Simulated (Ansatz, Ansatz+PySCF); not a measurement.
```
atom   x (Å)   y (Å)    z (Å)
   O  0.0000  0.0000  -1.3282
   B  0.0000  0.0000   0.0000
   O  0.0000  0.0000   1.3282
```

Basis set: def2-SVP (spherical functions). Left uncorrelated: 3 orbitals. Correlation on ROHF uses semicanonical orbitals with singles. Charge 0, multiplicity 2.

Computed with Ansatz (development build ahead of 0.2.0); each method stands on the lowest determinant of its kind that the runs found.

Give the atomization energy at this shape (free ground-state atoms in the same class of orbitals less the molecule, no zero-point energy) of doublet BO2 by UHF-CCSD(T), ROHF-MP2, UHF-MP2, ROHF, UHF.

```json
{"method": "UHF-CCSD(T)", "atomization energy": "304.27 kcal/mol"}
{"method": "ROHF-MP2", "atomization energy": "312.98 kcal/mol"}
{"method": "UHF-MP2", "atomization energy": "308.28 kcal/mol"}
{"method": "ROHF", "atomization energy": "209.35 kcal/mol"}
{"method": "UHF", "atomization energy": "211.15 kcal/mol"}
```

Caution: the shape is not the minimum. Caution for UHF-CCSD(T), UHF-MP2, UHF: the unrestricted determinant is spin contaminated. Caution for ROHF-MP2, ROHF: the determinant may break the point group.
